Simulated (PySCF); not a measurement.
# Basis-set dependence of population analyses: `CS[Si@@H](O)[SiH3]`

CH₈OSSi₂.
SMILES with atom numbers: `[CH3:1][S:2][Si@@H:3]([OH:4])[SiH3:5]` (hydrogens: H6, H7, H8 on C1; H9 on Si3; H10 on O4; H11, H12, H13 on Si5)

PBE0 throughout (PySCF), one geometry, spherical d and f functions. Isolated species at its PBE0-D3(BJ)/def2-SVP geometry (one conformer only). Atoms taken as equivalent share a column and are averaged. The first 7 of 9 kinds of atom are listed.

Mulliken charges (e):

| basis | functions | C1 | S2 | Si3 | O4 | Si5 | H6/H7/H8 | H9 |
| --- | --- | --- | --- | --- | --- | --- | --- | --- |
| STO-3G | 45 | -0.317 | -0.059 | +0.495 | -0.428 | +0.342 | +0.081 | -0.132 |
| 6-31G | 73 | -0.763 | -0.088 | +0.653 | -0.783 | +0.277 | +0.218 | -0.126 |
| pcSseg-0 | 73 | -0.918 | -0.238 | +0.732 | -0.810 | +0.053 | +0.287 | -0.044 |
| 6-31G* | 98 | -0.699 | -0.143 | +0.561 | -0.723 | +0.126 | +0.220 | -0.090 |
| cc-pVDZ | 122 | -0.203 | -0.214 | +0.413 | -0.350 | +0.081 | +0.089 | -0.079 |
| def2-SVP | 122 | -0.187 | -0.297 | +0.494 | -0.403 | +0.152 | +0.095 | -0.090 |
| aug-cc-pVDZ | 199 | +0.266 | -0.151 | +0.668 | -0.713 | -0.935 | -0.152 | +0.354 |
| 6-311+G(2d,p) | 207 | -0.624 | -0.025 | +0.580 | -0.634 | +0.079 | +0.179 | -0.068 |
| def2-TZVP | 221 | -0.361 | -0.214 | +0.395 | -0.522 | +0.010 | +0.150 | -0.050 |
| cc-pVTZ | 274 | -0.285 | -0.208 | +0.367 | -0.356 | +0.057 | +0.120 | -0.076 |
| IGLO-III | 282 | -0.543 | -0.276 | +0.791 | -0.615 | +0.540 | +0.165 | -0.187 |
| pcSseg-2 | 313 | -0.124 | -0.225 | +0.537 | -0.510 | +0.350 | +0.072 | -0.133 |

IAO charges (e):

```tsv
basis	functions	C1	S2	Si3	O4	Si5	H6/H7/H8	H9
STO-3G	45	-0.488	-0.069	+0.603	-0.565	+0.379	+0.129	-0.127
6-31G	73	-0.512	-0.187	+0.668	-0.729	+0.152	+0.169	-0.106
pcSseg-0	73	-0.506	-0.189	+0.661	-0.703	+0.095	+0.168	-0.102
6-31G*	98	-0.493	-0.201	+0.786	-0.762	+0.242	+0.160	-0.146
cc-pVDZ	122	-0.488	-0.197	+0.780	-0.760	+0.238	+0.158	-0.146
def2-SVP	122	-0.479	-0.195	+0.785	-0.756	+0.248	+0.155	-0.151
aug-cc-pVDZ	199	-0.495	-0.202	+0.789	-0.783	+0.240	+0.162	-0.143
6-311+G(2d,p)	207	-0.503	-0.200	+0.810	-0.792	+0.261	+0.163	-0.152
def2-TZVP	221	-0.505	-0.199	+0.822	-0.793	+0.264	+0.163	-0.155
cc-pVTZ	274	-0.504	-0.201	+0.812	-0.788	+0.252	+0.163	-0.152
IGLO-III	282	-0.507	-0.193	+0.814	-0.796	+0.264	+0.163	-0.153
pcSseg-2	313	-0.505	-0.198	+0.815	-0.793	+0.262	+0.163	-0.154
```

Hirshfeld charges (e):

| basis | functions | C1 | S2 | Si3 | O4 | Si5 | H6/H7/H8 | H9 |
| --- | --- | --- | --- | --- | --- | --- | --- | --- |
| STO-3G | 45 | -0.049 | -0.119 | +0.364 | -0.269 | +0.247 | +0.014 | -0.099 |
| 6-31G | 73 | -0.093 | -0.141 | +0.297 | -0.320 | +0.186 | +0.049 | -0.078 |
| pcSseg-0 | 73 | -0.103 | -0.127 | +0.332 | -0.323 | +0.199 | +0.042 | -0.088 |
| 6-31G* | 98 | -0.088 | -0.138 | +0.273 | -0.296 | +0.188 | +0.050 | -0.080 |
| cc-pVDZ | 122 | -0.106 | -0.105 | +0.285 | -0.290 | +0.200 | +0.047 | -0.088 |
| def2-SVP | 122 | -0.111 | -0.097 | +0.292 | -0.298 | +0.206 | +0.046 | -0.091 |
| aug-cc-pVDZ | 199 | -0.126 | -0.092 | +0.297 | -0.309 | +0.200 | +0.049 | -0.081 |
| 6-311+G(2d,p) | 207 | -0.118 | -0.096 | +0.292 | -0.309 | +0.204 | +0.049 | -0.082 |
| def2-TZVP | 221 | -0.119 | -0.096 | +0.289 | -0.306 | +0.199 | +0.049 | -0.083 |
| cc-pVTZ | 274 | -0.119 | -0.099 | +0.291 | -0.302 | +0.198 | +0.049 | -0.084 |
| IGLO-III | 282 | -0.128 | -0.080 | +0.296 | -0.309 | +0.200 | +0.047 | -0.082 |
| pcSseg-2 | 313 | -0.126 | -0.095 | +0.300 | -0.311 | +0.203 | +0.050 | -0.083 |

Q: Which scheme is steadiest as the basis changes?

A: Largest range over the bases for any column: Hirshfeld 0.09 e, IAO 0.28 e, Mulliken 1.47 e. Hirshfeld charges move least and Mulliken charges most, counted in e. Without the minimal STO-3G basis the ranges are Hirshfeld 0.06, IAO 0.17, Mulliken 1.47 e.

Q: How much do the charges still move between the two largest bases, IGLO-III and pcSseg-2?

A: At most, over all atoms: Mulliken 0.419 e, IAO 0.005 e, Hirshfeld 0.015 e.

Q: What do the same runs give for the total energy, the frontier levels and the dipole moment?

A: 
| basis | energy (Eh) | HOMO (eV) | LUMO (eV) | μ (D) |
| --- | --- | --- | --- | --- |
| STO-3G | -1082.2248 | -3.09 | 5.61 | 1.35 |
| 6-31G | -1094.6666 | -6.84 | -0.13 | 2.59 |
| pcSseg-0 | -1093.4003 | -7.03 | -0.33 | 2.46 |
| 6-31G* | -1094.7975 | -6.73 | -0.18 | 2.05 |
| cc-pVDZ | -1094.8612 | -6.71 | -0.14 | 1.85 |
| def2-SVP | -1094.4641 | -6.74 | -0.14 | 1.94 |
| aug-cc-pVDZ | -1094.8811 | -6.83 | -0.65 | 1.91 |
| 6-311+G(2d,p) | -1094.9359 | -6.84 | -0.68 | 1.99 |
| def2-TZVP | -1094.9503 | -6.83 | -0.49 | 1.93 |
| cc-pVTZ | -1094.9551 | -6.82 | -0.40 | 1.86 |
| IGLO-III | -1094.9501 | -6.78 | -0.49 | 1.86 |
| pcSseg-2 | -1094.9710 | -6.88 | -0.60 | 2.00 |

The dipole is fixed by the density alone, so its range of 1.24 D shows that the density itself changes with the basis, not only its division among atoms.
